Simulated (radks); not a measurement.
Results of a calculation; reference values are marked as such.
Numerical settings for the tellurium ion Te+, [Kr] 4d10 5s2 5p3. Level of theory: Dirac Kohn-Sham, BLYP, spin-unpolarised, spherical densities, finite nucleus; open shells fill j = l - 1/2 first; Fermi nuclear charge, rms radius 4.7423 fm (a radial shooting solver on a logarithmic mesh with Libxc functionals). The defaults (mesh step 0.008 in ln r, mesh end at 40 bohr or more with all orbitals vanishing there, Anderson mixing 0.5 over 9 steps, residual threshold near 1e-9 with the energy settled to 1e-9 hartree or 1e-11 of itself, here a cap of 52 iterations) give E = -6796.9324 hartree and 5p3/2 at -13.116 eV in 14 iterations. Run on one thread of a shared host, so times are rough (Arm Neoverse V1): 0.14 s of CPU time, 0.14 s wall, 14 iterations on 2314 mesh points. Changes against that run (0 stands for a change within the tolerance of the run):

setting                    iterations  converged  E (mhartree)  e(5p3/2) (meV)  CPU (s)
mesh step in ln r 0.2               4         no      diverged               -     0.02
mesh step in ln r 0.03             14        yes      +0.00328               0     0.05
mesh step in ln r 0.003            18        yes             0               0     0.39
mesh end (bohr) 400                14        yes             0               0     0.14
mesh end (bohr) 20                 14        yes             0               0     0.13
residual threshold 1e-05           12        yes             0         -0.0286     0.12
residual threshold 0.01             8        yes             0           +4.65      0.1
mixing 0.01                        28        yes             0               0     0.23
linear mixing, mixing 0.5          30        yes             0               0     0.22
linear mixing, mixing 0.8          52         no     -2.44e+06       -1.78e+04      0.7
mixing history 3                   20        yes             0               0     0.16
iteration cap 8                     8         no             0           +1.29     0.08

No run marked as converged misses the energy by more than 1 mhartree. A mesh that ends early acts as a hard wall.
